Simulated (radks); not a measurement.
The mean radii <r> (bohr) of the occupied orbitals of an atom or ion are listed with their occupations. Calculated with a radial shooting solver on a logarithmic mesh with Libxc functionals: Dirac Kohn-Sham, LDA (Slater exchange, Perdew-Wang correlation), spin-unpolarised, spherical densities, point nucleus.

orbital  occ.      <r>
1s1/2       2  0.02075
2s1/2       2  0.08678
2p1/2       2  0.07225
2p3/2       4  0.07919
3s1/2       2   0.2131
3p1/2       2   0.2011
3p3/2       4   0.2119

Name the element and its charge. Open shells, if any, fill j = l - 1/2 first.

Answer. Z = 67, holmium, charge +49: Ho49+ in [Ar]. The 1s radius gives Z: for a bare nucleus <r> = (2 gamma + 1)/(2Z) with gamma = sqrt(1 - (Z/c)^2), 0.02048 bohr for Z = 67, and screening makes it slightly larger (0.02075 here). The occupations add up to 18, and the charge is Z minus that.
